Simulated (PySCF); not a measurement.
Ge(H)(OH) (GeH2O), SMILES [OH][GeH] (connectivity only; charge and spin as stated), neutral, multiplicity 1.

Geometry optimised at PBE0-D3(BJ)/def2-TZVP.

Computed with PySCF with TDA-LC-ωPBE/def2-TZVPD.

Vertical excitations.  State labels are in the subgroup Cs.

| state | symmetry | energy (eV) | λ (nm) | f | main pairs |
|---|---|---|---|---|---|
| S1 | A" | 3.42 | 362 | 0.029 | HOMO→LUMO 97 % |
| S2 | A' | 6.02 | 206 | 0.074 | HOMO→LUMO+1 70 %, HOMO→LUMO+2 18 % |
| S3 | A" | 6.08 | 204 | 0.034 | HOMO−1→LUMO 96 % |
| S4 | A' | 6.91 | 179 | 0.228 | HOMO→LUMO+2 69 %, HOMO→LUMO+1 17 % |
| S5 | A' | 7.12 | 174 | 0.058 | HOMO−2→LUMO 82 % |
| S6 | A' | 8.30 | 149 | 0.311 | HOMO→LUMO+3 63 %, HOMO→LUMO+6 28 % |
| S7 | A" | 8.32 | 149 | 0.017 | HOMO−2→LUMO+1 85 % |
| S8 | A' | 8.47 | 146 | 0.075 | HOMO→LUMO+4 28 %, HOMO−1→LUMO+1 25 %, HOMO→LUMO+6 25 %, HOMO→LUMO+3 10 % |
| S9 | A' | 8.56 | 145 | 0.130 | HOMO−1→LUMO+1 58 %, HOMO→LUMO+3 12 %, HOMO→LUMO+6 10 % |
| S10 | A" | 8.75 | 142 | 0.205 | HOMO→LUMO+7 82 % |
| T1 | A" | 2.07 | 598 | 0 | HOMO→LUMO 96 % |
| T2 | A' | 4.87 | 255 | 0 | HOMO→LUMO+1 58 %, HOMO→LUMO+3 17 %, HOMO→LUMO+2 12 % |
| T3 | A" | 5.36 | 231 | 0 | HOMO−1→LUMO 92 % |
| T4 | A' | 5.64 | 220 | 0 | HOMO−2→LUMO 95 % |
Triplets are in the Tamm–Dancoff approximation.
